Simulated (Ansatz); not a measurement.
Cost and result for the atomization energy of `[AlH2][SiH2]O[SiH3]` (11 atoms, 10 bonds).

Z-matrix (Å, degrees):
```
Si
O 1 1.650
Al 1 2.463 2 110.9
H 1 1.497 2 108.9 3 122.8
H 1 1.497 2 108.9 3 -122.9
Si 2 1.635 1 142.4 3 178.6
H 3 1.588 1 121.8 2 0.7
H 3 1.590 1 118.9 2 -179.3
H 6 1.487 2 110.3 1 63.1
H 6 1.483 2 108.2 1 -177.1
H 6 1.487 2 110.3 1 -57.3
```

Charge 0, multiplicity 1. All single points use the PBE0-D4/def2-TZVP geometry. It is one conformer, not always the lowest. Program: Ansatz. All runs use 4 threads of an Arm Neoverse V1 on a shared host. Times are those of one run each, without the atoms' runs, and a repeat can differ threefold. Electronic energies, without spin–orbit coupling; frozen cores. CCSD(T)/CBS adds CCSD(T) − MP2 in def2-TZVPP to the MP2 limit, and its time is that of the two runs behind it. T1 = 0.012. B3LYP takes the VWN-RPA correlation (the form of Gaussian; ORCA's B3LYP/G).

CCSD(T)/CBS is a level of theory with its own doubt, some kJ/mol a heavy atom from the limit and from the frozen cores, so smaller differences don't rank the functionals.

```tsv
level	functions	wall time	atomization (kJ/mol)	difference from CCSD(T)/CBS	per bond
PBE-D4/def2-TZVPP (with forces)	255	2.4 s	3268.0	-73.1	-7.3
PBE0-D4/def2-TZVPP	255	2.8 s	3256.1	-85.0	-8.5
B3LYP-D4/def2-TZVPP (with forces)	255	4.3 s	3317.1	-24.0	-2.4
r2SCAN-D4/def2-TZVPP (with forces)	255	4.5 s	3318.8	-22.3	-2.2
B2PLYP/def2-TZVPP	255	4.9 s	3278.0	-63.1	-6.3
ωB97X-V/def2-TZVPP	255	8 s	3355.1	14.0	1.4
ωB97M-V/def2-TZVPP (with forces)	255	11 s	3325.3	-15.8	-1.6
MP2/def2-QZVPP	477	18 s	3302.7	-38.4	-3.8
CCSD(T)/def2-TZVPP	255	80 s	3249.5	-91.6	-9.2
CCSD(T)/CBS(def2)	–	97 s	3341.1	0.0	0.0
```

The D4 term adds +36.3 kJ/mol with B3LYP and +19.2 kJ/mol with PBE0; it sums over pairs of atoms, weighted by their polarisabilities, and B3LYP, whose exchange is more repulsive, gets the larger term. In def2-TZVPP, CCSD(T) changes the Hartree–Fock value by +718.7 kJ/mol (the triples alone add +28.1 kJ/mol) and MP2 by +716.1 kJ/mol; breaking electron pairs costs correlation energy, which Hartree–Fock lacks. From PBE to PBE0 (25 % exact exchange), in def2-TZVPP and without D4, the atomization energy moves by −8.7 kJ/mol: exact exchange takes away binding that semilocal exchange gives to molecules.
